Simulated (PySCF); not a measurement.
A structure optimised at PBE0-D3(BJ)/def2-SVP, used in a PySCF frequency run:

```xyz
11

C      1.5277    -0.8596    -0.0560
Si    -0.0024     0.1208     0.4044
C     -1.5631    -0.8267    -0.0721
O      0.1183     1.5629    -0.4512
H      2.4455    -0.3153     0.2110
H      1.5389    -1.8325     0.4587
H      1.5423    -1.0419    -1.1443
H     -1.5614    -1.0396    -1.1554
H     -2.4804    -0.2665     0.1656
H     -1.6068    -1.7856     0.4680
H     -0.5780     2.2053    -0.2862
```
Charge 0, spin multiplicity 2.

Problem. Write its SMILES and formula.

Solution. C[Si](C)O, C2H7OSi

Problem. What are its rotational constants (standard atomic weights)?

Solution. 6.2251, 5.6066, 3.3363 GHz
